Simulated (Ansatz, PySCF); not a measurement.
This triplet is an excited state, 1.07 eV above the relaxed singlet at the level frozen-core CCSD(T)/cc-pVTZ // PBE0-D3(BJ)/def2-TZVP (Ansatz, an electronic-structure program).

```xyz
6

F      2.6468     0.4301     0.2819
Si     1.5496    -0.6230    -0.2552
Si    -0.6943    -0.0165    -0.0277
H     -1.4053    -1.1832    -0.6083
H     -1.0173     1.2209    -0.7874
H     -1.0794     0.1717     1.3967
```

Charge 0, multiplicity 3.

Task: Give the Mulliken and meta-Löwdin atomic charges from PBE0-D3(BJ)/def2-TZVP in PySCF 2.14.0.

Result: 
```json
[
 {"atom": "F1", "Mulliken (e)": "-0.29", "meta-Löwdin (e)": "-0.48"},
 {"atom": "Si2", "Mulliken (e)": "0.25", "meta-Löwdin (e)": "0.42"},
 {"atom": "Si3", "Mulliken (e)": "0.02", "meta-Löwdin (e)": "0.25"},
 {"atom": "H4", "Mulliken (e)": "0.00", "meta-Löwdin (e)": "-0.06"},
 {"atom": "H5", "Mulliken (e)": "0.00", "meta-Löwdin (e)": "-0.07"},
 {"atom": "H6", "Mulliken (e)": "0.00", "meta-Löwdin (e)": "-0.07"}
]
```
